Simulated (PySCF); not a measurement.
Ti(OH)2(H)2 (H₄O₂Ti), SMILES [OH][TiH2][OH], multiplicity 1. The structure is a stationary point at PBE-D3(BJ)/def2-TZVP. The spin state was assumed, not searched. One conformer was computed; it need not be the lowest.

Method: PBE-D3(BJ)/def2-TZVP (PySCF).

Harmonic wavenumbers (cm⁻¹): 162, 164, 234, 235, 370, 371, 562, 577, 583, 772, 834, 1668, 1690, 3811, 3816. Rotational constants (GHz): 18.64, 5.804, 4.766; symmetry number 2.

**Question.** Work out the zero-point energy and the ideal-gas rigid-rotor harmonic-oscillator thermochemistry at 298.15 K and 1 atm.

**Answer.** ZPE = ½ Σ hcν = ½ × 15851 cm⁻¹ = 94.81 kJ/mol. H − E(el) = 114.23 kJ/mol. Entropy in J/(mol K): translation 163.99, rotation 94.44, vibration 53.48, total 311.90. G − E(el) = 21.24 kJ/mol. Cp = 96.24 J/(mol K).
